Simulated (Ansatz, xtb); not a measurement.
C4H3Cl2FS: 4 structures ranked

4 gas-phase structures of C4H3Cl2FS, from a drawn sample of its isomers (lower ones may exist). Each was relaxed with GFN2-xTB; where two conformers were screened, the lower at r2SCAN-D4/def2-SVP is listed:

A. `FCC(Cl)(Cl)C=C=S`, a singlet
B. `F[C@](Cl)(C=C=S)CCl`, a singlet
C. `CC(=C=S)C(F)(Cl)Cl`, a singlet
D. `FC(Cl)(Cl)CC=C=S`, a singlet

Q: Estimate their order in r2SCAN-D4/def2-SVP energy at these geometries, lowest first.

A: Calculated order at r2SCAN-D4/def2-SVP: C (0.000), D (0.037), B (0.059), A (0.302) eV. Less than 1 kcal/mol parts C and D; D and B, so the order within those pairs means little. CCSD(T)/def2-SVP + ΔMP2/def2-TZVPP after further relaxation puts B lowest instead.

Energies above the lowest of each column, in eV; the last columns are at B3LYP/def2-SVP geometries:

```
structure  GFN2-xTB  HF/STO-3G  r2SCAN-D4/def2-SVP  B3LYP/def2-SVP  CCSD(T)/def2-SVP + ΔMP2/def2-TZVPP
        C     0.000      0.000               0.000           0.003                               0.052
        D     0.108      0.162               0.037           0.000                               0.019
        B     0.119      0.118               0.059           0.008                               0.000
        A     0.104      0.432               0.302           0.269                               0.186
```

CCSD(T)/def2-SVP + ΔMP2/def2-TZVPP puts B lowest, with D within 1 kcal/mol; GFN2-xTB picks C, HF/STO-3G picks C, r2SCAN-D4/def2-SVP picks C. CCSD(T)/def2-SVP + ΔMP2/def2-TZVPP orders those it was run on as B (0.000), D (0.019), C (0.052), A (0.186) eV. Less than 1 kcal/mol parts B and D; D and C, so the order within those pairs means little. Flexible structures stand in one conformer each, not always the lowest. ΔMP2 is the change of the MP2 energy from the smaller to the larger basis.

Over these structures GFN2-xTB departs from r2SCAN-D4/def2-SVP by 0.091 eV on average once a common shift is removed. A GFN2-xTB relaxation took about 0.14 s and the r2SCAN-D4/def2-SVP energy about 2.2 s on a shared host (Ansatz 0.2.0, xtb 6.7.1).
